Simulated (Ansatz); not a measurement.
Stepwise reaction of `C#[C][Al]([OH])[OH]` with hydrogen, as a gas-phase model of exchange steps in deposition or etching. ΔE in kJ/mol; ΔG adds harmonic PBE0-D4 terms to CCSD(T)/CBS, at 1 bar.

Gas-phase electronic energies from Ansatz, PBE0-D4/def2-TZVP geometries. CBS: MP2 limit from def2 TZ/QZ plus the TZ coupled-cluster correction, frozen cores. This one scheme is used for every species. DFT in def2-TZVPP. B3LYP here is the variant with VWN-RPA as its local correlation; programs differ in this. One conformer a species, not always the lowest.

```tsv
step	reaction	PBE-D4	B3LYP-D4	ωB97M-V	CCSD(T)/CBS	ΔG(600 K)
1	`C#[C][Al]([OH])[OH]` + H₂ → `C#[C][AlH][OH]` + H₂O	112.3	119.0	116.9	116.9	110.4
```

Q: Give the row of step 2, `C#[C][AlH][OH]` + H₂ → `C#[C][AlH2]` + H₂O. (Best estimate.)

A: The calculation gave: 
```tsv
step	reaction	PBE-D4	B3LYP-D4	ωB97M-V	CCSD(T)/CBS	ΔG(600 K)
2	`C#[C][AlH][OH]` + H₂ → `C#[C][AlH2]` + H₂O	121.1	126.3	125.0	124.0	120.3
```

Q: By hand: ΔE of the 2 steps together at CCSD(T)/CBS.

A: (116.9) + (124.0) = 240.9 kJ/mol, or 120.5 kJ/mol a step.

In ΔE each step is higher than the one before. All are uphill at CCSD(T)/CBS. ΔG lies between 110.4 and 120.3 kJ/mol a step. PBE-D4 differs from CCSD(T)/CBS by -4.6 to -2.9 kJ/mol a step. Isolated molecules leave out the surface, adducts and barriers. Largest T1 diagnostic: 0.014.
